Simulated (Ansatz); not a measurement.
```yaml
crystal:
  periodic: [false, false, false]
  atoms:
    - {symbol: Ge, position_ang: [1.084045, -1.405398, -1.623784]}
    - {symbol: Ge, position_ang: [-0.436339, 0.270076, 0.433011]}
    - {symbol: Ge, position_ang: [1.841239, 1.020247, -1.455334]}
    - {symbol: O, position_ang: [-2.085318, 0.945253, 0.165646]}
    - {symbol: O, position_ang: [0.729944, 1.516846, -0.128308]}
    - {symbol: O, position_ang: [0.791946, 0.091090, -2.639844]}
    - {symbol: O, position_ang: [-2.982795, 0.611453, 2.319023]}
    - {symbol: O, position_ang: [-2.931032, 0.047528, 1.051125]}
    - {symbol: O, position_ang: [-0.147921, -1.349198, -0.310118]}
    - {symbol: O, position_ang: [2.565764, -0.580262, -0.924226]}
    - {symbol: O, position_ang: [-0.333845, 0.000368, 2.208658]}
    - {symbol: H, position_ang: [2.732715, 2.180278, -1.912452]}
    - {symbol: H, position_ang: [-2.105092, 0.311009, 2.693601]}
    - {symbol: H, position_ang: [0.100457, -0.859538, 2.377733]}
    - {symbol: H, position_ang: [1.176212, -2.799742, -2.254731]}
basis:
  gaussian: {orbitals: def2-TZVP}
magnetization: {spin_polarized: true, initial_magnetization: 2}
hamiltonian: {xc: pbe0, dispersion: d4}
scf: {omitted_lower_state_checks: [starts]}
output: {orbitals: {seedname: orbitals}}
```

```sh
$ ansatz run in.yaml --threads 4 --pin off --events-out ev --progress --plain --max-ram 6963MiB
```

Question: Does this run fit into the memory that it is given?

Answer: No. It has 416 basis functions, and Ansatz plans for 7.15 GiB where 6.79 GiB are given.
